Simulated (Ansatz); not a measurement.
Geometry optimisation, RKS PBE0/STO-3G in Ansatz 0.2.0.

Input file:

```yaml
crystal:
  periodic: [false, false, false]
  atoms:
    - { symbol: C, position_ang: [-0.2634, -1.9304, -1.558] }
    - { symbol: Al, position_ang: [-0.6126, -1.3239, 0.3139] }
    - { symbol: C, position_ang: [-0.0815, 0.5224, 0.8827] }
    - { symbol: C, position_ang: [1.5373, 0.6979, 0.7266] }
    - { symbol: C, position_ang: [-0.8133, 1.5753, 0.0852] }
    - { symbol: F, position_ang: [-0.5079, 2.8626, 0.5725] }
    - { symbol: H, position_ang: [-0.6529, -2.9206, -1.7047] }
    - { symbol: H, position_ang: [-0.8233, -1.185, -2.2554] }
    - { symbol: H, position_ang: [0.7765, -1.8247, -1.7576] }
    - { symbol: H, position_ang: [-1.2848, -2.3201, 1.381] }
    - { symbol: H, position_ang: [-0.3171, 0.6173, 1.9943] }
    - { symbol: H, position_ang: [2.0199, -0.075, 1.3404] }
    - { symbol: H, position_ang: [1.7335, 1.7122, 1.0816] }
    - { symbol: H, position_ang: [1.729, 0.5996, -0.3203] }
    - { symbol: H, position_ang: [-0.5596, 1.5097, -0.9729] }
    - { symbol: H, position_ang: [-1.9027, 1.46, 0.235] }
basis:
  gaussian: { orbitals: STO-3G }
hamiltonian:
  xc: pbe0
relax:
  f_tol: 0.02
  max_steps: 40
scf:
  lower_state_search: "off"
```

Command:

```bash
$ ansatz run input.yaml --threads 1 --pin off --max-ram 2048MiB --backend cpu --events-out ev --progress --plain --runs-dir out
```

Task: Where does it end, and by what steps?

Result: The run converged. Limits of this set-up: minimal basis. After 4 steps the energy has fallen by 0.759 eV; C1 moved furthest, 0.12 Å.

| step | energy less start (eV) | largest force component (eV/Å) | accepted |
| --- | --- | --- | --- |
| 0 | 0.0000 | 3.794 | yes |
| 1 | -0.7115 | 1.019 | yes |
| 2 | -0.7549 | 0.247 | yes |
| 3 | -0.7582 | 0.083 | yes |
| 4 | -0.7586 | 0.018 | yes |

```xyz
16
Properties=species:S:1:pos:R:3
C -0.300 -1.838 -1.487
Al -0.600 -1.318 0.323
C -0.072 0.448 0.888
C 1.458 0.666 0.738
C -0.825 1.566 0.100
F -0.476 2.852 0.544
H -0.624 -2.862 -1.697
H -0.827 -1.185 -2.191
H 0.761 -1.779 -1.753
H -1.229 -2.256 1.310
H -0.322 0.594 1.950
H 2.028 -0.032 1.366
H 1.742 1.686 1.036
H 1.782 0.525 -0.302
H -0.593 1.479 -0.988
H -1.928 1.431 0.208
```

Time of the run: 24 s on 1 thread of Arm Neoverse N1, on a shared host, peak memory 0.12 GiB.
